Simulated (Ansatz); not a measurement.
CH$_{5}$AlO$_{2}$, charge +1, doublet, at a GFN2-xTB geometry (such geometries of metal compounds can be far from the true shape) (a state made from the parent by changing its charge; the spin is typed, not shown lowest). Base run: PBE/STO-3G run with Ansatz (a program for electronic structure).

Ansatz was given this input:
Ansatz 0.2 input:
```yaml
crystal:
  periodic: [false, false, false]
  atoms:
    - {symbol: Al, position_ang: [0.17618964, 0.16585162, 0.01209088]}
    - {symbol: C, position_ang: [-1.36611586, -1.29259627, -0.09020564]}
    - {symbol: H, position_ang: [-0.95340228, -2.12659349, -0.65619572]}
    - {symbol: H, position_ang: [-2.07484102, -0.65632500, -0.62522785]}
    - {symbol: H, position_ang: [-1.63231993, -1.55004014, 0.93367067]}
    - {symbol: O, position_ang: [-0.33986226, 1.48049779, -0.80667600]}
    - {symbol: H, position_ang: [-0.11474906, 2.36435500, -1.09400626]}
    - {symbol: O, position_ang: [1.41811254, -0.42120532, 0.86289216]}
    - {symbol: H, position_ang: [2.05553972, -0.90622941, 1.37608231]}
basis:
  gaussian:
    orbitals: STO-3G
hamiltonian:
  xc: pbe
total_charge: 1
magnetization: {spin_polarized: true, initial_magnetization: 1}
```

The base run was repeated with changes; each row names its change, and settings that it needs were set with it.

```json
[
 {"change": "base", "basis functions": "29", "E (Eh)": "-427.91325"},
 {"change": "basis = pcseg-0", "basis functions": "?", "E (Eh)": "?"},
 {"change": "basis = pcseg-1", "basis functions": "85", "E (Eh)": "-433.34433"},
 {"change": "basis = def2-SVP", "basis functions": "85", "E (Eh)": "-433.17034"},
 {"change": "basis = cc-pV(D+d)Z", "basis functions": "?", "E (Eh)": "?"},
 {"change": "basis = 6-311G**", "basis functions": "111", "E (Eh)": "-433.45505"},
 {"change": "basis = 6-311++G**", "basis functions": "132", "E (Eh)": "-433.46261"},
 {"change": "basis = def2-TZVP", "basis functions": "160", "E (Eh)": "-433.49410"},
 {"change": "basis = cc-pVTZ", "basis functions": "194", "E (Eh)": "-433.48493"},
 {"change": "basis = pcseg-2", "basis functions": "194", "E (Eh)": "-433.50425"},
 {"change": "basis = def2-TZVPP", "basis functions": "205", "E (Eh)": "?"},
 {"change": "basis = def2-TZVPD", "basis functions": "205", "E (Eh)": "?"},
 {"change": "basis = aug-cc-pVTZ", "basis functions": "303", "E (Eh)": "-433.49008"}
]
```

Question: Fill in the missing entries.

Answer: 
- basis = pcseg-0, basis functions: 50
- basis = pcseg-0, E (Eh): -432.59348
- basis = cc-pV(D+d)Z, basis functions: 90
- basis = cc-pV(D+d)Z, E (Eh): -433.40081
- basis = def2-TZVPP, E (Eh): -433.49867
- basis = def2-TZVPD, E (Eh): -433.49621

Totals compare only among sets that treat the same electrons; sets with core potentials leave the core out.
